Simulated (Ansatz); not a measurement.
The same atomization along the group B, Al, Ga, In.

Isolated molecules relaxed with PBE0-D4/def2-TZVP in Ansatz; ΔE leaves out vibrations. CCSD(T)/CBS adds triple-zeta CCSD(T) − MP2 to the extrapolated MP2 energy (def2 sets, frozen cores). This one scheme is used for every species, atoms too. DFT in def2-TZVPP. Open shells (•) are unrestricted, without spin–orbit coupling. Spin–orbit coupling would lower the free atoms: a little for Al, B, C; clearly for Ga; strongly for In. def2 core potentials past Kr. Bonds to Ga, In are less sure, by a few kJ/mol each and by 10 to 20 or more in all where they break to atoms, as the def2 sets lack core-valence functions. Scalar relativity is left out up to krypton.

| reaction | B2PLYP (eV) | LDA (SPW92) (eV) | CCSD(T)/CBS(def2) (eV) |
| --- | --- | --- | --- |
| `CBC` → B• + 2 C• + 7 H• | 38.65 | 43.44 | 38.77 |
| `[CH3][AlH][CH3]` → Al• + 2 C• + 7 H• | 35.38 | 39.63 | 35.75 |
| `[CH3][GaH][CH3]` → Ga• + 2 C• + 7 H• | 34.51 | 38.99 | 34.97 |
| `[CH3][InH][CH3]` → In• + 2 C• + 7 H• | 33.19 | 37.68 | 33.71 |

Largest T1 diagnostic: 0.018, for Al•.

For atomizations the MP2-based limit and the directly extrapolated one differ by several kJ/mol either way, and by 10 to 25 for some Ge, Se and Sn compounds, so smaller differences from it don't rank the levels.
